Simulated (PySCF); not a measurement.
**Bond curve of InP**

Set-up: PySCF, scalar-relativistic core potentials, basis sets In def2-SVPD with ECP28, P def2-SVPD. Energies in eV from In + P in their ground configurations at the same level. State: ³Σ⁻ (triplet), unpaired electrons π ↑↑.

All columns are PBE0. A positive dipole means In(−)P(+).

```
R (Å)  E (eV)  μ (D)  Mulliken charge on In (basis-dependent)  HOMO (eV)  LUMO (eV)  Mayer bond order  ⟨S²⟩
2.300  -1.373  -0.22                                     0.20      -5.29      -3.72              1.27  2.01
2.407  -1.722  -0.75                                     0.22      -5.32      -3.47              1.23  2.01
2.514  -1.912  -1.28                                     0.24      -5.32      -3.25              1.20  2.01
2.594  -1.977  -1.67                                     0.25      -5.30      -3.10              1.18  2.01
2.674  -1.994  -2.06                                     0.26      -5.26      -2.96              1.17  2.01
2.754  -1.974  -2.43                                     0.26      -5.21      -2.84              1.15  2.01
2.861  -1.903  -2.91                                     0.26      -5.13      -2.70              1.14  2.01
2.995  -1.767  -3.47                                     0.26      -5.01      -2.56              1.12  2.02
3.155  -1.565  -4.07                                     0.25      -4.85      -2.46              1.09  2.02
3.369  -1.273  -4.70                                     0.23      -4.63      -2.41              1.04  2.06
```

A fit through these points gives, at Re = 2.666 Å, μ = -2.02 D and dμ/dR = -4.74 D/Å; the reduced mass is 24.4 u.

Task: How strong is the fundamental in the double-harmonic approximation, I = 42.26·(dμ/dR)²/μred km/mol?

Result: I = 42.26·(-4.74)²/24.4 = 38.9 km/mol at PBE0.

These are scalar-relativistic numbers at best; spin–orbit coupling would shift them, the dissociation energy most. The state is the lowest determinant that a PBE0 search found; another state may lie lower at other levels.
